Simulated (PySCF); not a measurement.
# From computed data to an observable: entropy of an ideal gas

C₂H₅S, SMILES C[CH]S, multiplicity 2.

Geometry: PBE-D3(BJ)/def2-TZVP. The isomer is the one that the SMILES or the coordinates give; other isomers of the formula were not compared. The values are those of a single conformer.

PBE-D3(BJ)/def2-TZVP in PySCF gives the harmonic wavenumbers 142, 223, 317, 377, 708, 878, 972, 1038, 1101, 1279, 1352, 1413, 1429, 2574, 2892, 2961, 3032, 3132 cm⁻¹ and the rotational temperatures 1.8402, 0.2594, 0.2355 K. The molar mass is 61.12 g/mol, the symmetry number 1, the spin multiplicity 2.

Work out the entropy at 298.15 K and 1 atm in the rigid-rotor, harmonic-oscillator model.


Translation (Sackur–Tetrode at 1 atm): S = R[1.5 ln M + 2.5 ln T − 1.16487] = 160.0 J/(mol K).
Rotation: q = (√π/σ) T^1.5/√(θA θB θC) = 27200, S = R[ln q + 3/2] = 97.4 J/(mol K).
Vibration: with u = 1.4388 ν/T, each mode gives R[u/(e^u − 1) − ln(1 − e^−u)]:
| ν (cm⁻¹) | modes | u | S (J/(mol K)) |
|---|---|---|---|
| 142 | 1 | 0.69 | 11.62 |
| 223 | 1 | 1.08 | 8.09 |
| 317 | 1 | 1.53 | 5.55 |
| 377 | 1 | 1.82 | 4.40 |
| 708 | 1 | 3.42 | 1.24 |
| 878 | 1 | 4.24 | 0.64 |
| 972 | 1 | 4.69 | 0.44 |
| 1038 | 1 | 5.01 | 0.34 |
| 1101 | 1 | 5.31 | 0.26 |
| 1279 | 1 | 6.17 | 0.12 |
| 1352 | 1 | 6.52 | 0.09 |
| 1413 | 1 | 6.82 | 0.07 |
| 1429 | 1 | 6.90 | 0.07 |
The stiffer modes add less than 0.005 each. Sum 32.9 J/(mol K).
Spin: R ln 2 = 5.8 J/(mol K).
Total 296.1 J/(mol K); the program's own thermochemistry gives 296.1. Translation makes up 54 % and vibration 11 %. Anharmonicity, hindered rotation and orbital degeneracy are left out.
